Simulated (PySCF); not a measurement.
**CH3NOSi: core ionisation energies**

Si(NCO)H3, CH₃NOSi.
Geometry (PBE0-D3(BJ)/def2-SVP, Å), atoms numbered from 1 in this order:
```
atom  x, y, z in Å
Si1   -0.0037   -0.0003   -1.0367
N2    -0.0141    0.0316    0.6831
C3     0.0033    0.0069    1.8790
O4     0.0175   -0.0118    3.0466
H5     1.4068   -0.0071   -1.5167
H6    -0.7061    1.2096   -1.5485
H7    -0.7037   -1.2288   -1.5068
```

The calculation used delta-SCF UKS SCAN, pcX-2 on the ionised atom, pcseg-1 elsewhere, spin-free X2C (PySCF 2.14.0). Vertical ΔSCF values, vacuum level as zero.

Problem. List the computed XPS lines with their assignment.

Solution. 
| atom(s) | bonded to | level | binding energy (eV) | 2p1/2 (eV) | count |
| --- | --- | --- | --- | --- | --- |
| Si1 | N and 3 H | Si 2p3/2 | 108.06 | 108.68 | 1 |
| Si1 | N and 3 H | Si 1s | 1847.99 | – | 1 |
| N2 | C and Si | N 1s | 405.66 | – | 1 |
| C3 | O and N | C 1s | 295.08 | – | 1 |
| O4 | C | O 1s | 539.44 | – | 1 |

Problem. What is the longest wavelength that can ionise Si 2p3/2 of Si1 vertically?

Solution. λ = hc/E = 12398.42 eV Å / 108.06 eV = 114.736 Å.

Problem. Which photon energy gives electrons from Si 2p3/2 of Si1 a kinetic energy of 200 eV, and what is their de Broglie wavelength?

Solution. hν = 108.06 + 200 = 308.06 eV, recoil neglected; λ = 12.264 Å/√(E/eV) = 0.87 Å.

Spin–orbit coupling isn't in the SCF: each 2p doublet comes from a relaxed spin-free hole plus a matrix of the shell (mean-field spin–orbit coupling and the ground-state 2p splitting), with 2p3/2 averaged over its two sublevels. 2p1/2 minus 2p3/2 (ligand field included): Si 0.63 eV. Geometry: PBE0-D3(BJ)/def2-SVP; no solvent, vibrations or thermal averaging.
